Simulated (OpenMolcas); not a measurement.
## Predicting a hybrid from its neighbours: BCNF2

BCNF2 has 5 atoms, charge 0, and is taken as a singlet. As SMILES, `N#CB(F)F`. The shape is that of a PBE0-D4/def2-TZVP optimisation.

The dipole moment y, in D, basis 6-311+G(d,p); a is the functional's share of exact exchange. Programs: OpenMolcas 26.06.

| functional | program | a | y (D) |
| --- | --- | --- | --- |
| TPSS | OpenMolcas | 0 | 1.84 |
| r2SCAN | OpenMolcas | 0 | 1.82 |
| B3LYP | OpenMolcas | 0.2 | ? |
| PBE0 | OpenMolcas | 0.25 | 1.78 |
| BHLYP | OpenMolcas | 0.5 | 1.74 |

**Question.** Fit y = c + s·a to the known rows and predict B3LYP.

**Answer.** 
1. Means of the 4 rows: a = 0.1875, y = 1.795.
2. Σ(Δa)² = 0.17188, Σ(Δa·Δy) = -0.03125, so the slope is -0.03125/0.17188 = -0.18181.
3. Intercept: 1.795 − (-0.18181) × 0.1875 = 1.829. The largest residual of the fit is 0.011.
4. B3LYP: 1.829 + (-0.18181) × 0.2 = 1.79 D.

The run gave 1.78 D, so the prediction is off by +0.01 D, within the largest residual. The rows mix families of semi-local functionals, which the line can't see.
